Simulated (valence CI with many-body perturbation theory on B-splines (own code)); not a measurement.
**Ho⁴³⁺: magnetic and hyperfine properties of the levels**

Calculated by configuration interaction combined with many-body perturbation theory (CI+MBPT): six valence electrons over a frozen Dirac-Fock core [Ar], a basis of 7 s, 7 p, 8 d, 6 f, 4 g, 1 h functions for each j, with the one-electron correlation potential Σ1, the two-electron term Σ2, the three-electron term Σ3, Breit, model QED; selected CI, second order for the rest, scaled by the run's own slope (own B-spline code, finite nucleus).

The last digits are not significant, and no measured levels were compared; by estimate large intervals hold to a few tenths of a per cent, small ones and those within an open d or f shell to about a per cent. Core correlation moves these levels by up to 11000 cm⁻¹, and in measured spectra 5 to 20 % of such shifts remained as error; rates that hang on mixing are uncertain with them. Among the levels kept, up to 1000 cm⁻¹ of a level comes from second order outside the variational space, and about a tenth of that is noise between levels of different J, which matters for small intervals. Only levels of the ground parity were solved; by the run's estimate the other parity begins above the list, which can be wrong where configurations are misplaced.

A/g_I is the dipole constant over the nuclear g factor μ/I (μ in nuclear magnetons, uniformly magnetised nucleus), B/Q the quadrupole constant per barn. Both hold the static response of the core; the bare values leave it out. Large factors of s and p1/2 electrons are usually good to 5 to 10 %; those of open d and f shells near neutrality can be off by tens of per cent, and small factors of p3/2, d and f electrons come from cancelling terms and can be off by a factor of two or in sign, in half-filled shells by more. B is blank for J = 1/2, where it vanishes, and for nearly pure S terms. Energies count from the lowest level. Levels with J = 0 are left out.

Levels are named by their leading jj configuration (3d3/2^4 stands for four electrons in 3d with j = 3/2), which in mixed levels can hold well under half, so a name can repeat and another be missing. Letters in brackets count levels of one name in rising energy.

```csv
Level,E (cm⁻¹),g,A/g_I (MHz),A/g_I bare,B/Q (MHz/b),B/Q bare
(3d3/2^4 3d5/2^2) J=4,0,1.267,25200,26000,46200,46700
(3d3/2^4 3d5/2^2) J=2,52542,1.292,24800,25500,-24500,-24800
(3d3/2^3 3d5/2^3) J=3 [a],296920,1.367,15500,16400,4130,4160
(3d3/2^3 3d5/2^3) J=4 [a],314250,1.165,27900,28400,38100,38600
(3d3/2^3 3d5/2^3) J=1 [a],330120,1.318,24600,25400,-17600,-17700
(3d3/2^3 3d5/2^3) J=5,369780,1.125,33400,33800,21200,21500
(3d3/2^3 3d5/2^3) J=6,369950,1.106,37200,37500,-42100,-42600
(3d3/2^3 3d5/2^3) J=2 [a],414700,0.960,45700,45700,-34000,-34400
(3d3/2^3 3d5/2^3) J=3 [b],423990,1.054,40700,40900,15400,15600
(3d3/2^3 3d5/2^3) J=2 [b],515360,1.117,35200,35600,55000,55700
(3d3/2^3 3d5/2^3) J=4 [b],515920,1.042,41700,41900,-29300,-29700
(3d3/2^3 3d5/2^3) J=1 [b],520850,1.131,22600,22900,34700,35100
(3d3/2^3 3d5/2^3) J=3 [c],540080,1.061,41100,41300,-54800,-55400
(3d3/2^2 3d5/2^4) J=2 [a],639810,1.441,4100,5190,-7350,-7430
(3d3/2^2 3d5/2^4) J=4 [a],684970,1.091,35600,36000,6140,6280
(3d3/2^2 3d5/2^4) J=3 [a],710860,1.202,24800,25400,-22000,-22300
(3d3/2^2 3d5/2^4) J=5,713600,1.091,38000,38400,-32700,-33100
(3d3/2^2 3d5/2^4) J=6,739130,1.043,41300,41500,-47500,-48000
(3d3/2^2 3d5/2^4) J=3 [b],757930,0.954,47800,47800,2080,2120
(3d3/2^2 3d5/2^4) J=1,783670,1.026,44300,44500,-16100,-16300
(3d3/2^2 3d5/2^4) J=4 [b],796650,1.048,42600,42900,-1240,-1280
(3d3/2^2 3d5/2^4) J=2 [b],803300,1.047,41400,41600,-30700,-31100
(3d3/2^2 3d5/2^4) J=2 [c],882250,0.853,56400,56200,-4940,-4980
(3d3/2^2 3d5/2^4) J=4 [c],911600,1.154,30700,31100,-47500,-48100
(3d3/2 3d5/2^5) J=1,1024800,1.493,-4470,-3270,-10100,-10200
(3d3/2^2 3d5/2^4) J=2 [d],1043700,1.017,42500,42700,55500,56300
(3d3/2 3d5/2^5) J=4,1117200,1.022,42900,43000,-22600,-22800
(3d3/2 3d5/2^5) J=2,1158600,1.203,28900,29400,-57300,-58100
(3d3/2 3d5/2^5) J=3,1172400,1.060,39400,39600,-52800,-53500
```
